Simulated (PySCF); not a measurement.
System: C$_{4}$H$_{8}$O, charge 1, multiplicity 2. SMILES of the parent species: CCC(C)=O
Structure (B3LYP-D3(BJ)/def2-TZVP (Ansatz) minimum search):
```xyz
13

C      2.0310    -0.0228    -0.2507
C      0.8122    -0.1168     0.6313
C     -0.5774    -0.0201    -0.1007
C     -1.8000     0.2966     0.7497
O     -0.6445    -0.1964    -1.2742
H      2.9053    -0.0972     0.4020
H      2.0899     0.9347    -0.7671
H      2.0794    -0.8307    -0.9782
H      0.7051    -1.0921     1.1255
H      0.7500     0.6624     1.3951
H     -1.7664     1.3773     0.9202
H     -1.6952    -0.2250     1.7003
H     -2.7067     0.0205     0.2190
```
Charge +1, spin multiplicity 2.

Dispersion corrections to the total energy (kcal/mol) from the dftd3 and dftd4 libraries through PySCF: D3(BJ) without and D4 with the three-body term, each with the damping fitted for the functional named.

```json
[
 {"functional": "HSE06", "D3(BJ)": "-3.32", "D4": "-3.30"},
 {"functional": "PW6B95", "D3(BJ)": "-2.45", "D4": "[?]"},
 {"functional": "TPSS", "D3(BJ)": "-6.80", "D4": "-5.83"},
 {"functional": "PBE0", "D3(BJ)": "[?]", "D4": "-3.59"},
 {"functional": "BLYP", "D3(BJ)": "-11.34", "D4": "-9.70"},
 {"functional": "r2SCAN", "D3(BJ)": "-1.54", "D4": "-1.10"},
 {"functional": "HF", "D3(BJ)": "[?]", "D4": "-16.54"}
]
```

Problem. Some entries are withheld; supply them.

Solution. 
- PW6B95, D4: -3.69
- PBE0, D3(BJ): -4.63
- HF, D3(BJ): -43.15
